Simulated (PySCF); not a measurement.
Working out the excitation energy of Si

Si [Ne] 3s2 3p2 (3P) → Si [Ne] 3s2 3p1 3d1 (high-spin determinant). Calculation: PySCF 2.14, in aug-cc-pwCVDZ (6s5p3d, 36 functions); no relativity, point nucleus. Frozen: nothing. Energies in hartree (1 hartree = 27.21139 eV):

```csv
part,Si (lower),Si (upper)
UHF,-288.851177,-288.572320
MP2 opposite-spin,-0.138879,-0.141281
MP2 same-spin,-0.051381,-0.048753
```

Problem. What does Hartree-Fock give?

Solution. (-288.572320) − (-288.851177) = 0.278857 hartree = 7.588 eV.

Problem. What do MP2 and SCS-MP2 (6/5 opposite-spin, 1/3 same-spin) give?

Solution. The opposite-spin parts differ by -0.065 eV and the same-spin parts by 0.072 eV. MP2: 7.588 + (-0.065) + (0.072) = 7.595 eV. SCS-MP2: 7.588 + 1.2 × (-0.065) + (0.072)/3 = 7.534 eV.

One determinant mixes LS terms, so it does not stand for a single term.

A double-zeta basis recovers only part of the correlation energy.
